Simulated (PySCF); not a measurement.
Isomers of [C5H4FO]+ (charge +1), one GFN2-xTB conformer each. Single-point energies are computed at PBE0/pcSseg-1 (PySCF, gas phase, no added dispersion term), electronic only.

Question: Rank them by PBE0/pcSseg-1 energy, lowest first (kJ/mol).
A. `Fc1cc[o+]cc1`
B. `Fc1cccc[o+]1`

Answer: A (0.0), B (1.4).

Neighbours under 21 kJ/mol apart (Fc1cc[o+]cc1 and Fc1cccc[o+]1) can change places with a better method, another conformer or zero-point energy. GFN2-xTB itself gives, in the same order: 0.0, 10.3. Both levels put the same isomer lowest.

Question: Which frontier levels and rotational constants go with these structures?

Answer: 
```
      SMILES  HOMO (eV, PBE0/pcSseg-1)  LUMO (eV)     A, B, C (MHz)
Fc1cc[o+]cc1                    -14.42      -8.02  6001, 2574, 1801
Fc1cccc[o+]1                    -14.02      -8.23  5828, 2739, 1863
```

Question: As an exercise, what shares would exp(−E/RT) give at 298.15 K from these electronic energies alone (no entropy, no degeneracies)?

Answer: RT = 2.479 kJ/mol: Fc1cc[o+]cc1 63.8 %, Fc1cccc[o+]1 36.2 %.
